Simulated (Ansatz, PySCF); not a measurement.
Bond stretch in SiH, doublet.

Methods: ROCCSD = CCSD on ROHF/aug-cc-pVTZ, frozen core in Ansatz (a first-principles code); UKS-B3LYP/6-31G* = unrestricted B3LYP/6-31G*, spherical d (PySCF); UKS-PBE = unrestricted PBE/aug-cc-pVTZ in Ansatz; UMP2/3-21G = unrestricted MP2 (frozen core)/3-21G (PySCF); UHF/6-31G* = unrestricted Hartree-Fock/6-31G*, spherical d in PySCF.

Energies are in kcal/mol, each relative to the lowest point of its own curve near equilibrium.

```csv
R / Å,ROCCSD,UKS-B3LYP/6-31G*,UKS-PBE,UMP2/3-21G,UHF/6-31G*
1.13,52.3,55.4,54.5,58.8,54.1
1.23,24.5,26.4,26.4,28.7,24.9
1.29,14.1,15.5,15.6,17.2,14.1
1.38,4.7,5.4,5.7,6.4,4.4
1.44,1.5,1.9,2.1,2.5,1.2
1.47,0.6,0.9,1.0,1.2,…
1.53,0.0,0.0,0.0,0.0,0.0
1.59,0.6,0.4,0.2,0.0,0.9
1.60,0.8,…,0.3,…,1.2
1.71,4.4,…,…,2.8,5.6
1.79,8.2,7.4,6.5,5.9,10.0
1.90,14.2,13.3,12.0,11.4,17.1
2.11,26.9,25.8,23.8,25.6,…
2.32,39.1,38.3,35.7,36.7,39.3
2.49,48.0,47.5,44.6,42.0,43.3
2.74,58.8,57.5,55.5,46.4,46.6
3.01,67.1,64.2,63.0,48.8,48.3
3.39,—,69.2,68.2,50.3,49.4
3.78,—,71.5,70.3,50.9,49.8
4.10,—,72.4,70.9,51.1,49.9
4.55,—,72.9,71.3,51.2,50.0
5.31,—,73.2,71.4,51.3,50.0
6.17,—,73.2,71.4,51.3,50.0
```

Question: What belongs in the gaps?

Answer: 
- 1.47, UHF/6-31G*: 0.4
- 1.60, UKS-B3LYP/6-31G*: 0.6
- 1.60, UMP2/3-21G: 0.1
- 1.71, UKS-B3LYP/6-31G*: 3.8
- 1.71, UKS-PBE: 3.2
- 2.11, UHF/6-31G*: 30.7

A dash means that the run gave no value there, or that the column was ended at a point which the program doubted or which failed a test of continuity chosen for this set; such a test can also cut sound points.

The T1 diagnostic of CCSD on the restricted reference of ROCCSD exceeds 0.045 at 2.49 to 3.01 Å. The unrestricted determinant behind UKS-B3LYP/6-31G* is spin-contaminated at 2.49 to 6.17 Å (<S²> up to 1.8, against 0.75 for a pure doublet). The unrestricted determinant behind UKS-PBE is spin-contaminated at 2.74 to 6.17 Å (<S²> up to 1.8, against 0.75 for a pure doublet). The unrestricted determinant behind UMP2/3-21G, UHF/6-31G* is spin-contaminated at 2.11 to 6.17 Å (<S²> up to 1.8, against 0.75 for a pure doublet).
